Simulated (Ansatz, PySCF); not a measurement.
Energy difference R1 + R2 → P1 + P2, each structure at its B3LYP-D3(BJ)/def2-TZVP stationary point, reached from a drawn start (curvature not checked).
R1: H2O (SMILES O), charge 0, multiplicity 1.
P1: NH3 (SMILES N), charge 0, multiplicity 1.
P2: H6OSi2 (SMILES [SiH3]O[SiH3]), charge 0, multiplicity 1.
R2: H7NSi2 (SMILES [SiH3]N[SiH3]), charge 0, multiplicity 1.

P less R. No zero-point or thermal terms.

Programs: Ansatz (a quantum-chemistry and plane-wave program) with Gaussian orbitals; PySCF for the D3/D4 terms. Each number belongs to the level named beside it.

Problem. One of these levels gives -27.11 kcal/mol for the reaction energy. Name it.
A. r2SCAN/def2-TZVPP
B. PBE-D3(BJ)/def2-TZVPP
C. HF/cc-pV(T+d)Z

Solution. C, HF/cc-pV(T+d)Z. The others give -19.46 (PBE-D3(BJ)/def2-TZVPP), -22.41 (r2SCAN/def2-TZVPP)
